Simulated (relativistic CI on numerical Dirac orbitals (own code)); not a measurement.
## Cr+ in a cubic cluster: 2p photoemission with charge transfer

Computed with a charge-transfer multiplet model of a cubic metal-ligand cluster with up to one ligand hole, Slater and spin-orbit integrals from Dirac-Coulomb-Breit ions, Slater integrals scaled by 0.9. The ground state mixes d5 with configurations of k ligand holes L, whose averages lie at kΔ + k(k − 1)U_dd/2; a core hole lowers each added d electron by U_cd. 300 K, Lorentzian 0.6 eV and Gaussian 0.8 eV FWHM.

Atomic integrals in eV (Slater integrals scaled, ζ unscaled), ground: F2dd 7.466, F4dd 4.592, zeta_d 0.022; with the core hole: F2dd 9.411, F4dd 5.854, zeta_d 0.040, zeta_core 5.624, F2cd 5.290, G1cd 3.859, G3cd 2.190.

Cluster parameters (eV): Δ = 7.7, U_dd = 5.6, 10Dq = 1.2, 10Dq(ligand) = 1.3, V(eg) = 2.25, V(t2g) = -0.96, final-state hopping factor = 1.

```
         Case   n_d    d5   d6L     S
U_cd = 5.1 eV  5.10  0.90  0.10  2.50
U_cd = 6.3 eV  5.10  0.90  0.10  2.50
U_cd = 8.1 eV  5.10  0.90  0.10  2.50
```

Weights, n_d and S are thermal averages at 300 K. Binding energies count from the first peak over 30 % of the highest in each spectrum, which can be another peak from case to case. The parameters are a model scan and need not match a compound or its usual spin state. Peaks in eV (height, largest 100):
- U_cd = 5.1 eV: 0.0 (100), 0.9 (89), 5.1 (17), 11.1 (50)
- U_cd = 6.3 eV: 0.0 (100), 0.8 (89), 4.8 (16), 10.8 (49)
- U_cd = 8.1 eV: 0.0 (100), 4.1 (16), 5.6 (14), 7.5 (20), 10.1 (49), 18.3 (7)

Curve for U_cd = 5.1 eV (points under 2 left out, the grid thinned):

(E (eV), Intensity): (-3.4, 2.0), (-3.0, 2.5), (-2.5, 3.5), (-2.1, 4.8), (-1.6, 8.1), (-1.2, 14.7), (-0.7, 41.5), (-0.3, 82.7), (0.2, 97.7), (0.6, 87.5), (1.1, 87.7), (1.5, 73.7), (1.9, 59.1), (2.4, 45.9), (2.8, 33.6), (3.3, 18.5), (3.7, 13.1), (4.2, 12.8), (4.6, 14.7), (5.1, 16.8), (5.5, 15.6), (6.0, 12.5), (6.4, 11.3), (6.8, 10.4), (7.3, 9.7), (7.7, 10.1), (8.2, 12.4), (8.6, 15.5), (9.1, 20.9), (9.5, 28.4), (10.0, 41.6), (10.4, 46.5), (10.9, 49.1), (11.3, 47.6), (11.7, 36.2), (12.2, 20.9), (12.6, 13.4), (13.1, 9.2), (13.5, 8.1), (14.0, 7.1), (14.4, 5.8), (14.9, 3.9), (15.3, 3.0), (15.8, 2.4), (16.2, 2.1)

For the case U_cd = 6.3 eV, Δ = 7.7 eV is larger than U_dd = 5.6 eV, the Mott-Hubbard side of the Zaanen-Sawatzky-Allen scheme. With the core hole the configuration with one ligand hole lies at Δ − U_cd = 2.6, 1.4, -0.4 eV from the one without, in the order of the table; where this is negative the screened configuration lies lower, though the effective hopping of about 3.5 eV (from the holes of the mixed ground state) mixes the two strongly wherever it is as large as the gap.

With at most 1 ligand hole the space is cut while the next configuration still counts, so covalency is underestimated, and a final configuration with one more ligand hole, which can lie low, is missing from the spectra.
